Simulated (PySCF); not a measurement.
A structure optimised at PBE-D3(BJ)/def2-SVP, used in a PySCF frequency run:

```
B
F 1 1.3379
F 1 1.3379 2 117.59
B 1 1.6717 2 120.70 3 -168.56
F 4 1.3032 1 142.47 2 -95.90
```
Charge 0, spin multiplicity 2.

Q: Write its SMILES, formula and point group.

A: F[B]B(F)F, B2F3, Cs

Q: What are its rotational constants (standard atomic weights)?

A: 9.7470, 2.9053, 2.2804 GHz
